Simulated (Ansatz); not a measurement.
C$_{2}$H$_{5}$ClF$_{2}$Si, SMILES `FC[SiH](F)CCl`, 11 atoms. Total charge 0; spin multiplicity 1. All runs use 4 threads of a server CPU on a shared host. Correlated methods freeze the cores.

**Question.** How many basis functions does each run have, and how long does it take in Ansatz? RHF-CCSD(T)/def2-TZVPP energy; RKS PBE0-D4/def2-TZVP relaxation (7 steps); RKS ωB97M-V/def2-QZVPP energy; direct RPA on PBE orbitals/def2-TZVPP energy; RKS PBE0-D4/def2-TZVP frequencies; RKS r2SCAN-D4/def2-TZVPP energy and forces; RKS revPBE-D4/def2-TZVPP energy; RHF-CCSD(T)/def2-SVP energy; RKS PBE0-D4/def2-SVP energy; RHF-MP2/def2-QZVPP energy; RKS ωB97M-V/def2-SVP energy; RKS ωB97M-V/def2-TZVPP energy and forces. (Estimate.)

**Answer.** Ansatz gave: Other jobs shared the machine, so times are rough.

| level | job | functions | wall time | peak host memory (GiB) |
| --- | --- | --- | --- | --- |
| RKS PBE0-D4/def2-SVP | energy | 117 | 2.2 s | 0.29 |
| RKS revPBE-D4/def2-TZVPP | energy | 278 | 3.2 s | 0.44 |
| RKS ωB97M-V/def2-SVP | energy | 117 | 7 s | 0.42 |
| RKS r2SCAN-D4/def2-TZVPP | energy and forces | 278 | 7.5 s | 0.48 |
| direct RPA on PBE orbitals/def2-TZVPP | energy | 278 | 8.5 s | 0.75 |
| RHF-CCSD(T)/def2-SVP | energy | 117 | 11 s | 0.67 |
| RKS ωB97M-V/def2-TZVPP | energy and forces | 278 | 18 s | 1.2 |
| RKS ωB97M-V/def2-QZVPP | energy | 518 | 31 s | 2.7 |
| RHF-MP2/def2-QZVPP | energy | 518 | 38 s | 3.6 |
| RKS PBE0-D4/def2-TZVP | relaxation (7 steps) | 228 | 48 s | 0.73 |
| RHF-CCSD(T)/def2-TZVPP | energy | 278 | 4 min | 8 |
| RKS PBE0-D4/def2-TZVP | frequencies | 228 | 4.9 min | 0.77 |
